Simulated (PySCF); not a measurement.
**HfH₃⁺: fields on a plane**

Method: PBE0/[Hf def2-TZVP with ECP60, H def2-TZVP], scalar-relativistic core potentials, density fitting, no spin–orbit coupling, PySCF.

The singlet minimum has Hf–H 1.787 Å (×3); H–Hf–H 101.5° (×3).

The plane holds Hf1 at (0.00, 0.00), H2 at (1.79, 0.00), H3 at (-0.36, 1.75) Å. Columns run from x = -2.25 to 4.05 Å, rows from y = 4.05 (top) to -1.95 Å, in steps of 0.3 Å. Other isomers or separated fragments may lie lower. Core electrons replaced by a potential are absent, the electrostatic potential uses the reduced nuclear charge, and values within about 0.7 Å of such atoms have no physical meaning.

**Question.** Give the electron density (e/Å³) (cut at 5 e/Å³). Lower edges of the bins (e/Å³): '0' 0.000, '1' 0.030, '2' 0.076, '3' 0.151, '4' 0.268, '5' 0.455, '6' 0.750, '7' 1.218, '8' 1.960, '9' 3.136; top 5.00.

**Answer.** 
```
0000000000000000000000
0000000000000000000000
0000000000000000000000
0000000000000000000000
0000000000000000000000
0000112211000000000000
0001234431000000000000
0001356642100000000000
0001357753100000000000
0001356653211000000000
0001345654211111000000
0001346776433332100000
0001368998655543100000
0002489119766764210000
0002489119766764210000
0001369999655543100000
0001246786433332100000
0000123443222111000000
0000001221111000000000
0000000000000000000000
0000000000000000000000
```

**Question.** Give the electrostatic potential (V) (cut at 20 V). Lower edges of the bins (V): '0' 2.30, '1' 2.40, '2' 2.57, '3' 2.83, '4' 3.25, '5' 3.91, '6' 4.95, '7' 6.61, '8' 9.24, '9' 13.40; top 20.0.

**Answer.** 
```
3333333333333332221100
3333444444433333322110
3444444444444433332211
4444445544444444333221
4445555555555444433322
5555566665555544443332
5556678876655555444332
5566799987666555444333
6666799987776655544433
6677789998877665544433
6778899999987766554433
7788999999998776554443
7789999999998987654443
7789999999999998655443
7889999999999998655443
7789999999998987655443
7789999999998776655443
7788999999987766554443
7778899999887766554443
6777888888877665554443
6677778887776665554433
```

With an element this heavy the missing spin–orbit coupling can shift these numbers.
